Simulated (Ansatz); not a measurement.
Isolated molecules relaxed with PBE0-D4/def2-TZVP in Ansatz; ΔE leaves out vibrations. CBS: MP2 limit from def2 TZ/QZ plus the TZ coupled-cluster correction, frozen cores. DFT in def2-TZVPP. B3LYP here is the variant with VWN-RPA as its local correlation; programs differ in this. For Ga outer-core shells are correlated without core-valence functions, which leaves a few kJ/mol of doubt a bond. Scalar relativity is left out up to krypton. Each species was taken in one conformer, which may not be the lowest.

Reaction (redistribution): `[NH2][GaH][SiH2][SiH3]` + `O=C[SiH2][SiH3]` → `[SiH3][SiH2][SiH2][SiH3]` + `[NH2][GaH][CH]=O`

```json
{"level": "PBE-D4", "ΔE (kcal/mol)": "3.4", "difference from CCSD(T)/CBS": "-0.2"}
{"level": "r2SCAN-D4", "ΔE (kcal/mol)": "3.7", "difference from CCSD(T)/CBS": "0.1"}
{"level": "PBE0-D4", "ΔE (kcal/mol)": "3.3", "difference from CCSD(T)/CBS": "-0.3"}
{"level": "B3LYP-D4", "ΔE (kcal/mol)": "3.6", "difference from CCSD(T)/CBS": "0.0"}
{"level": "ωB97X-V", "ΔE (kcal/mol)": "3.0", "difference from CCSD(T)/CBS": "-0.6"}
{"level": "ωB97M-V", "ΔE (kcal/mol)": "3.7", "difference from CCSD(T)/CBS": "0.1"}
{"level": "B2PLYP", "ΔE (kcal/mol)": "4.2", "difference from CCSD(T)/CBS": "0.6"}
{"level": "PBE", "ΔE (kcal/mol)": "4.2", "difference from CCSD(T)/CBS": "0.6"}
{"level": "r2SCAN", "ΔE (kcal/mol)": "4.0", "difference from CCSD(T)/CBS": "0.4"}
{"level": "PBE0", "ΔE (kcal/mol)": "4.0", "difference from CCSD(T)/CBS": "0.4"}
{"level": "B3LYP", "ΔE (kcal/mol)": "4.8", "difference from CCSD(T)/CBS": "1.2"}
{"level": "HF/def2-TZVPP", "ΔE (kcal/mol)": "4.8", "difference from CCSD(T)/CBS": "1.2"}
{"level": "MP2/def2-TZVPP", "ΔE (kcal/mol)": "3.3", "difference from CCSD(T)/CBS": "-0.3"}
{"level": "SCS-MP2/def2-TZVPP", "ΔE (kcal/mol)": "3.5", "difference from CCSD(T)/CBS": "-0.1"}
{"level": "CCSD/def2-TZVPP", "ΔE (kcal/mol)": "3.4", "difference from CCSD(T)/CBS": "-0.2"}
{"level": "CCSD(T)/def2-TZVPP", "ΔE (kcal/mol)": "3.2", "difference from CCSD(T)/CBS": "-0.4"}
{"level": "HF/def2-QZVPP", "ΔE (kcal/mol)": "4.8", "difference from CCSD(T)/CBS": "1.2"}
{"level": "MP2/def2-QZVPP", "ΔE (kcal/mol)": "3.6", "difference from CCSD(T)/CBS": "0.0"}
{"level": "SCS-MP2/def2-QZVPP", "ΔE (kcal/mol)": "3.7", "difference from CCSD(T)/CBS": "0.1"}
{"level": "HF/CBS(def2)", "ΔE (kcal/mol)": "4.8", "difference from CCSD(T)/CBS": "1.2"}
{"level": "MP2/CBS(def2)", "ΔE (kcal/mol)": "3.7", "difference from CCSD(T)/CBS": "0.1"}
{"level": "CCSD/CBS(def2)", "ΔE (kcal/mol)": "3.8", "difference from CCSD(T)/CBS": "0.2"}
{"level": "CCSD(T)/CBS", "ΔE (kcal/mol)": "3.6", "difference from CCSD(T)/CBS": "0"}
```

Largest T1 diagnostic among the species: 0.016.

The D4 term adds −1.2 kcal/mol with B3LYP and −0.7 kcal/mol with PBE0; it sums over pairs of atoms, weighted by their polarisabilities, and B3LYP, whose exchange is more repulsive, gets the larger term. In def2-TZVPP, CCSD(T) changes the Hartree–Fock value by −1.6 kcal/mol (the triples alone add −0.2 kcal/mol) and MP2 by −1.5 kcal/mol.
